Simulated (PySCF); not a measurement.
## Substituent chemical shifts

Parent skeleton `[O:1]=[CH:2][C:3]#[C:4][C:5]#[C:6][SiH3:7]`; one hydrogen on atom 7 is replaced by X. Hydrogens on one atom are averaged.

PySCF 2.14.0 with density-fitted response routines calculation with geometry: GFN2-xTB and shielding tensors at PBE0/pcSseg-1 (GIAO); one computed conformer, rapidly exchanging positions averaged, no solvent model, non-relativistic.

Referencing at the same level of theory: $^{17}$O against H2O; $^{13}$C and $^{29}$Si and $^{1}$H against TMS.

Parent (X = H): O1 772.3, C2 181.0, C3 75.0, C4 89.1, C5 98.1, C6 100.6, Si7 -96.6, H(C2) 9.56, H(Si7) 4.37 ppm. Effects are Δδ = δ(X) − δ(H), positive for deshielding.

(1) Give Δδ (ppm) for X = OC2H5, CH3, F, propynyl, isopropenyl, NHCH3, SSiH3, OH, NHCHO.

(2) Which position responds most, and to which substituents?

Answers

(1) 
```
          X                  SMILES    O1    C2    C3    C4    C5    C6    Si7  H(C2)  H(Si7)
      OC2H5      CCO[SiH2]C#CC#CC=O  -2.1  -0.1  +2.2  -0.2  -1.7  +5.1  +42.2  -0.01   +0.71
        CH3        C[SiH2]C#CC#CC=O  -3.1  +0.0  +0.3  +0.2  -1.1  +5.0  +29.4  +0.01   +0.20
          F        O=CC#CC#C[SiH2]F  +3.9  -0.2  +2.9  -1.4  -0.6  +1.5  +66.6  +0.02   +0.88
   propynyl     CC#C[SiH2]C#CC#CC=O  -2.4  +0.1  +0.3  +0.7  -2.5  +2.5   +3.6  +0.03   +0.47
isopropenyl   C=C(C)[SiH2]C#CC#CC=O  -0.2  +0.1  +0.4  +0.0  +0.5  +2.8  +28.3  +0.02   +0.37
      NHCH3       CN[SiH2]C#CC#CC=O  -3.0  +0.0  +0.5  +0.6  -3.5  +4.7  +38.7  -0.01   +0.74
      SSiH3  O=CC#CC#C[SiH2]S[SiH3]  +1.9  -0.2  +2.7  -0.9  +0.9  -0.3  +42.0  +0.02   +0.77
         OH        O=CC#CC#C[SiH2]O  +1.2  +0.0  +1.8  -0.3  -2.7  +5.2  +45.5  +0.01   +0.76
      NHCHO     O=CC#CC#C[SiH2]NC=O  -0.6  -0.2  +1.1  -0.9  -0.9  +3.3  +27.3  +0.02   +0.84
```

(2) Si7: from +3.6 ppm with propynyl to +66.6 ppm with F.

Unscaled 17O shifts of doubly bonded oxygen tend to come out too high, by tens of ppm or more. Experimental scales use liquid or dissolved standards, which lie at an offset from isolated H2O (liquid H2O: subtract about 36 ppm).
